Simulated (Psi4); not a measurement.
CH5ClGeO3, singlet, at a GFN2-xTB geometry, atoms displaced at random by about 0.03 Å a coordinate; R2SCAN/STO-3G, gradient (Psi4 1.11).

Input for Psi4:
```
memory 2 GB

molecule mol {
0 1
  C     2.467958   -0.563834   -0.467499
  O     1.134740   -0.709201   -0.901195
  Ge   -0.245107   -0.176550    0.063473
  O    -0.291251   -0.975134    1.543952
  O    -1.690390   -0.693378   -0.892353
  Cl   -0.281985    1.882736    0.305604
  H     2.684012   -1.152181    0.419311
  H     3.101752   -0.941370   -1.217101
  H     2.772227    0.497165   -0.346682
  H    -1.215017   -1.320978    1.793406
  H    -1.577853   -0.565610   -1.828173
symmetry c1
no_reorient
no_com
}

set basis sto-3g
set reference rks

gradient('r2scan')
print_variables()
```

The log (banner, timings and long lists left out):

```
gradient() will perform analytic gradient computation.

   => Loading Basis Set <=

    Name: STO-3G
    Role: ORBITAL
    Keyword: BASIS

         ---------------------------------------------------------
                                   SCF
               by Justin Turney, Rob Parrish, Andy Simmonett
                          and Daniel G. A. Smith
                              RKS Reference
         ---------------------------------------------------------

  ==> Geometry <==

    Molecular point group: c1
    Full point group: C1

    Geometry (in Angstrom), charge = 0, multiplicity = 1:

       Center              X                  Y                   Z               Mass
    ------------   -----------------  -----------------  -----------------  -----------------
         C            2.467958000000    -0.563834000000    -0.467499000000    12.000000000000
         O            1.134740000000    -0.709201000000    -0.901195000000    15.994914619570
         GE          -0.245107000000    -0.176550000000     0.063473000000    73.921177761000
         O           -0.291251000000    -0.975134000000     1.543952000000    15.994914619570
         O           -1.690390000000    -0.693378000000    -0.892353000000    15.994914619570
         CL          -0.281985000000     1.882736000000     0.305604000000    34.968852682000
         H            2.684012000000    -1.152181000000     0.419311000000     1.007825032230
         H            3.101752000000    -0.941370000000    -1.217101000000     1.007825032230
         H            2.772227000000     0.497165000000    -0.346682000000     1.007825032230
         H           -1.215017000000    -1.320978000000     1.793406000000     1.007825032230
         H           -1.577853000000    -0.565610000000    -1.828173000000     1.007825032230

  Running in c1 symmetry.

  Rotational constants: A =      0.07689  B =      0.06153  C =      0.04842 [cm^-1]
  Rotational constants: A =   2305.15883  B =   1844.54114  C =   1451.60806 [MHz]
  Nuclear repulsion =  637.433766856009925

  Charge       = 0
  Multiplicity = 1
  Electrons    = 84
  Nalpha       = 42
  Nbeta        = 42

  ==> Algorithm <==

  SCF Algorithm Type is DF.
  DIIS enabled.
  MOM disabled.
  Fractional occupation disabled.
  Guess Type is SAD.
  Energy threshold   = 1.00e-08
  Density threshold  = 1.00e-08
  Integral threshold = 1.00e-12

  ==> Primary Basis <==

  Basis Set: STO-3G
    Blend: STO-3G
    Number of shells: 30
[...]
  @DF-RKS Final Energy: -2771.44688110609877
    Total Energy =                      -2771.4468811060987719
[...]

   => Composite Functional: R2SCAN <=

    r2SCAN Meta-GGA XC Functional  (0.1021/acs.jpclett.0c02405)
    J. W. Furness, A. D. Kaplan, J. Ning, J. P. Perdew, J. Sun  J. Phys. Chem. Lett.  11, 8208–8215, 2020

    Deriv               =              1
    GGA                 =           TRUE
    Meta                =           TRUE

    Exchange Hybrid     =          FALSE
    MP2 Hybrid          =          FALSE

   => Exchange Functionals <=

    1.0000   XC_MGGA_X_R2SCAN

   => Correlation Functionals <=

    1.0000   XC_MGGA_C_R2SCAN

   => LibXC Density Thresholds  <==

    XC_MGGA_C_R2SCAN:  1.00E-15
    XC_MGGA_X_R2SCAN:  1.00E-11

   => Molecular Quadrature <=

    Radial Scheme          =       TREUTLER
    Pruning Scheme         =           NONE
    Nuclear Scheme         =       TREUTLER

    Blocking Scheme        =         OCTREE
    BS radius alpha        =              1
    Pruning alpha          =              1
    Radial Points          =             75
    Spherical Points       =            302
    Total Points           =         232071
    Total Blocks           =           1786
    Max Points             =            256
    Max Functions          =             47
    Weights Tolerance      =       1.00E-15

  -Total Gradient:
     Atom            X                  Y                   Z
    ------   -----------------  -----------------  -----------------
       1        0.004751308031    -0.030444773493    -0.025793689973
       2        0.053596588690     0.000761578998     0.011051403712
       3        0.012572965924     0.064276329027     0.036886369747
       4       -0.002323966128     0.004662496367    -0.007674466008
       5       -0.005959631137     0.007996189989    -0.099472054549
       6       -0.001683198195    -0.044396859749    -0.005088016226
       7       -0.006597946432     0.003145335804    -0.023356862664
       8       -0.027883650186     0.020360400681     0.039918126763
       9       -0.001398992405    -0.001277586401    -0.010312597117
      10       -0.003348574504    -0.006492859491     0.008406363703
      11       -0.020826619864    -0.015700684519     0.073059669807

  Variable Map:
  ----------------------------------------------------------------------------
[...]
  Array Variable Map:
  ----------------------------------------------------------------------------
[...]
[...]
```
